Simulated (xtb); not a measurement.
Cl5Sb (SMILES [Cl][Sb]([Cl])([Cl])([Cl])[Cl]), singlet, geometry from GFN2-xTB; xtb with GFN2-xTB.

xtb was given this input:
```
$ xtb mol.xyz --gfn 2 --ohess --json

# file mol.xyz
6

Sb    -0.00000000     0.00000000    -0.00000000
Cl     1.96949773    -0.36395964    -1.23270781
Cl     1.00843566    -1.01938883     1.91215478
Cl    -1.00843566     1.01938883    -1.91215478
Cl    -1.69224415    -1.63303023     0.02187406
Cl    -0.27725357     1.99698987     1.21083376
```

It wrote (shortened):

```
   ID    Z sym.   atoms
    1   51 Sb     1
    2   17 Cl     2-6

           -------------------------------------------------
          |                Calculation Setup                |
           -------------------------------------------------

           -------------------------------------------------
          |                 G F N 2 - x T B                 |
           -------------------------------------------------

          ...................................................
          :                      SETUP                      :
          :.................................................:
          :  # basis functions                  60          :
          :  # atomic orbitals                  54          :
          :  # shells                           18          :
          :  # electrons                        40          :
          :  max. iterations                   250          :
          :  Hamiltonian                  GFN2-xTB          :
          :  restarted?                      false          :
          :  GBSA solvation                  false          :
          :  PC potential                    false          :
          :  electronic temp.          300.0000000     K    :
          :  accuracy                    1.0000000          :
          :  -> integral cutoff          0.2500000E+02      :
          :  -> integral neglect         0.1000000E-07      :
          :  -> SCF convergence          0.1000000E-05 Eh   :
          :  -> wf. convergence          0.1000000E-03 e    :
          :  Broyden damping             0.4000000          :
          :  net charge                          0          :
          :  unpaired electrons                  0          :
          ...................................................

 iter      E             dE          RMSdq      gap      omega  full diag
   1    -25.1024143 -0.251024E+02  0.800E+00    3.29       0.0  T
   2    -25.0993455  0.306879E-02  0.531E+00    3.30       1.0  T
   3    -25.0365727  0.627728E-01  0.389E+00    3.12       1.0  T
   4    -25.1210806 -0.845079E-01  0.980E-01    3.27       1.0  T
   5    -25.1211338 -0.531215E-04  0.525E-01    3.30       1.0  T
   6    -25.1212139 -0.800927E-04  0.174E-01    3.30       1.0  T
   7    -25.1210689  0.144935E-03  0.148E-01    3.31       1.0  T
   8    -25.1212402 -0.171255E-03  0.243E-02    3.30       1.7  T
   9    -25.1212197  0.204877E-04  0.453E-02    3.30       1.0  T
  10    -25.1212416 -0.218651E-04  0.107E-02    3.30       3.8  T
  11    -25.1212420 -0.466029E-06  0.345E-03    3.30      11.8  T
  12    -25.1212421 -0.856266E-07  0.176E-04    3.30     231.6  T
  13    -25.1212421  0.326050E-09  0.281E-04    3.30     145.5  T

   *** convergence criteria satisfied after 13 iterations ***

         :::::::::::::::::::::::::::::::::::::::::::::::::::::
         ::                     SUMMARY                     ::
         :::::::::::::::::::::::::::::::::::::::::::::::::::::
         :: total energy             -25.116078405116 Eh    ::
         :: gradient norm              0.000005767309 Eh/a0 ::
         :: HOMO-LUMO gap              3.297635327722 eV    ::
         ::.................................................::
         :: SCC energy               -25.121227881248 Eh    ::
         :: -> isotropic ES            0.034418356019 Eh    ::
         :: -> anisotropic ES          0.002265683281 Eh    ::
         :: -> anisotropic XC          0.001287036437 Eh    ::
         :: -> dispersion             -0.010459812569 Eh    ::
         :: repulsion energy           0.005149476131 Eh    ::
         :: add. restraining           0.000000000000 Eh    ::
         :: total charge              -0.000000000000 e     ::
         :::::::::::::::::::::::::::::::::::::::::::::::::::::

      -----------------------------------------------------------
     |                   =====================                   |
     |                        A N C O P T                        |
     |                   =====================                   |
     |               Approximate Normal Coordinate               |
     |                Rational Function Optimizer                |
      -----------------------------------------------------------
      -----------------------------------------------------------
     |                   =====================                   |
     |                        A N C O P T                        |
     |                   =====================                   |
     |               Approximate Normal Coordinate               |
     |                Rational Function Optimizer                |
      -----------------------------------------------------------

          ...................................................
          :                      SETUP                      :
          :.................................................:
          :   optimization level            normal          :
          :   max. optcycles                   200          :
          :   ANC micro-cycles                  20          :
          :   degrees of freedom                12          :
          :.................................................:
          :   RF solver                   davidson          :
          :   write xtbopt.log                true          :
          :   linear?                        false          :
          :   energy convergence         0.5000000E-05 Eh   :
          :   grad. convergence          0.1000000E-02 Eh/α :
          :   maxmium RF displ.          1.0000000          :
          :   Hlow (freq-cutoff)         0.1000000E-01      :
          :   Hmax (freq-cutoff)         5.0000000          :
          :   S6 in model hess.         20.0000000          :
          ...................................................

generating ANC from exact Hessian ...
Using Lindh-Hessian (1995)
 Shifting diagonal of input Hessian by    1.0583164250686459E-002
[...]
 * total energy  :   -25.1160784 Eh     change       -0.4165663E-09 Eh
   *** GEOMETRY OPTIMIZATION CONVERGED AFTER 1 ITERATIONS ***
         :: total energy             -25.116078405534 Eh    ::
[...]

Topologies differ in total number of bonds
Writing topology from bond orders to xtbtopo.mol

molecular dipole:
                 x           y           z       tot (Debye)
 q only:       -0.000       0.000      -0.000
   full:       -0.000      -0.000      -0.000       0.000
molecular quadrupole (traceless):
                xx          xy          yy          xz          yz          zz
 q only:        0.559       0.647       0.545      -1.214       1.227      -1.103
  q+dip:        0.824       0.955       0.803      -1.791       1.811      -1.628
   full:        1.091       1.264       1.064      -2.371       2.397      -2.155

           -------------------------------------------------
          |               Frequency Printout                |
           -------------------------------------------------
 projected vibrational frequencies (cm⁻¹)
eigval :       -0.00    -0.00     0.00     0.00     0.00     0.00
eigval :       37.99    38.03   122.09   122.10   132.37   132.37
eigval :      138.05   261.34   279.92   296.41   305.00   305.02
Molecule has the following symmetry elements: (C3) 3*(C2) (S3) 4*(sigma)
It seems to be the D3h point group
 reduced masses (amu)
   1: 64.68   2: 56.83   3: 46.86   4: 41.76   5: 58.03   6: 49.98   7: 36.62   8: 36.63
   9: 58.77  10: 58.77  11: 35.45  12: 35.45  13: 57.93  14: 35.45  15: 35.45  16: 64.14
  17: 62.13  18: 62.12
 IR intensities (km·mol⁻¹)
   1:  0.00   2:  0.00   3:  0.00   4:  0.00   5:  0.00   6:  0.00   7:  0.01   8:  0.00
   9: 13.21  10: 13.35  11:  0.00  12:  0.00  13: 24.26  14:  0.00  15:  0.00  16: 44.94
  17: 35.17  18: 35.12
 Raman intensities (Ä⁴*amu⁻¹)
   1:  0.00   2:  0.00   3:  0.00   4:  0.00   5:  0.00   6:  0.00   7:  0.00   8:  0.00
   9:  0.00  10:  0.00  11:  0.00  12:  0.00  13:  0.00  14:  0.00  15:  0.00  16:  0.00
  17:  0.00  18:  0.00
 output can be read by thermo (or use thermo option).
 writing <g98.out> molden fake output.
 recommended (thermochemical) frequency scaling factor: 1.0
           -------------------------------------------------
          |             Thermodynamic Functions             |
           -------------------------------------------------

d3h symmetry found (for desy threshold:  0.10E+00) used in thermo

          ...................................................
          :                      SETUP                      :
          :.................................................:
          :  # frequencies                          12      :
          :  # imaginary freq.                       0      :
          :  linear?                             false      :
          :  only rotor calc.                    false      :
          :  symmetry                              d3h      :
          :  rotational number                       6      :
          :  scaling factor                  1.0000000      :
          :  rotor cutoff                   50.0000000 cm⁻¹ :
          :  imag. cutoff                  -20.0000000 cm⁻¹ :
          :.................................................:

    mode    ω/cm⁻¹     T·S(HO)/kcal·mol⁻¹    T·S(FR)/kcal·mol⁻¹   T·S(vib)
   ------------------------------------------------------------------------
       1     37.99    -1.59841 ( 25.00%)    -1.13771 ( 75.00%)    -1.25289
       2     38.03    -1.59786 ( 25.07%)    -1.13743 ( 74.93%)    -1.25287
       3    122.09    -0.91443 ( 97.26%)    -0.79202 (  2.74%)    -0.91108
       4    122.10    -0.91439 ( 97.26%)    -0.79200 (  2.74%)    -0.91105
       5    132.37    -0.86802 ( 98.00%)    -0.76808 (  2.00%)    -0.86602
       6    132.37    -0.86800 ( 98.00%)    -0.76808 (  2.00%)    -0.86601
       7    138.05    -0.84398 ( 98.31%)    -0.75563 (  1.69%)    -0.84248
       8    261.34    -0.49278 ( 99.87%)    -0.56660 (  0.13%)    -0.49288
       9    279.92    -0.45740 ( 99.90%)    -0.54625 (  0.10%)    -0.45749
      10    296.41    -0.42847 ( 99.92%)    -0.52930 (  0.08%)    -0.42855
   ------------------------------------------------------------------------

   temp. (K)  partition function   enthalpy   heat capacity  entropy
                                   cal/mol     cal/K/mol   cal/K/mol   J/K/mol
 298.15  VIB  0.691E+04             4574.272     20.457     30.556
         ROT  0.216E+06              888.752      2.981     27.390
         INT  0.149E+10             5463.024     23.438     57.945
         TR   0.500E+28             1481.254      4.968     42.964
         TOT                        6944.2778    28.4062   100.9088   422.2023

       T/K    H(0)-H(T)+PV         H(T)/Eh          T*S/Eh         G(T)/Eh
   ------------------------------------------------------------------------
    298.15    0.110664E-01    0.160116E-01    0.479450E-01   -0.319334E-01
   ------------------------------------------------------------------------

         :::::::::::::::::::::::::::::::::::::::::::::::::::::
         ::                  THERMODYNAMIC                  ::
         :::::::::::::::::::::::::::::::::::::::::::::::::::::
         :: total free energy         -25.148011823852 Eh   ::
         ::.................................................::
         :: total energy              -25.116078405534 Eh   ::
         :: zero point energy           0.004945189012 Eh   ::
         :: G(RRHO) w/o ZPVE           -0.036878607329 Eh   ::
         :: G(RRHO) contrib.           -0.031933418317 Eh   ::
         :::::::::::::::::::::::::::::::::::::::::::::::::::::

optimized geometry written to: xtbopt.xyz

           -------------------------------------------------
          | TOTAL ENERGY              -25.116078405534 Eh   |
          | TOTAL ENTHALPY            -25.100066805430 Eh   |
          | TOTAL FREE ENERGY         -25.148011823852 Eh   |
          | GRADIENT NORM               0.000006108506 Eh/α |
          | HOMO-LUMO GAP               3.297652014212 eV   |
           -------------------------------------------------

normal termination of xtb
```
